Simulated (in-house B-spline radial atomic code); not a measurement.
Radial electron density of Ti III (Ti2+), [Ne] 3s2 3p5 3d3. Method: non-relativistic r2SCAN, spin-polarised, spherical fractional occupations, point nucleus, inside a hard spherical wall at 5.22 bohr. Calculated with a radial B-spline atomic code at the basis-set limit.

Columns: r (bohr), 4πr²n(r) (electrons per bohr), bar.

```
 0.00271   0.5843 #
 0.00325   0.8207 #
  0.0039    1.149 ##
 0.00467    1.592 ###
 0.00561    2.204 ####
 0.00672    3.012 #####
 0.00807    4.094 #######
 0.00968    5.489 #########
  0.0116    7.245 ############
  0.0139    9.406 ###############
  0.0167    12.01 ###################
    0.02    14.92 ########################
   0.024    18.05 #############################
  0.0288    21.11 ##################################
  0.0346    23.74 ######################################
  0.0415    25.48 #########################################
  0.0497    25.99 #########################################
  0.0597    25.13 ########################################
  0.0716    23.19 #####################################
  0.0858    20.94 #################################
   0.103    19.43 ###############################
   0.124    19.71 ###############################
   0.148    21.89 ###################################
   0.178     25.2 ########################################
   0.213    27.56 ############################################
   0.256    27.13 ###########################################
   0.307    23.22 #####################################
   0.368     17.1 ###########################
   0.441    11.39 ##################
   0.529    8.304 #############
   0.635    8.266 #############
   0.762     9.59 ###############
   0.914    10.07 ################
     1.1    8.734 ##############
    1.31    6.332 ##########
    1.58    3.699 ######
    1.89    1.868 ###
    2.27   0.8025 #
    2.72   0.3072 
    3.26   0.1007 
    3.92  0.02421 
     4.7 0.002464
```

On this grid the curve has 3 maxima, near 0.0497, 0.213, 0.914 bohr.

The 3p down radial function P(r) = rR(r), positive near the nucleus:

```csv
r (bohr),P
0.00325,0.00118
0.00467,0.0024
0.00672,0.004858
0.00968,0.009758
0.0139,0.01921
0.02,0.03721
0.0288,0.07012
0.0415,0.1269
0.0597,0.2157
0.0858,0.3362
0.124,0.4644
0.178,0.522
0.256,0.3955
0.368,0.005993
0.529,-0.5527
0.762,-0.9771
1.1,-0.9667
1.58,-0.6027
2.27,-0.2273
3.26,-0.04528
4.7,-0.003088
```
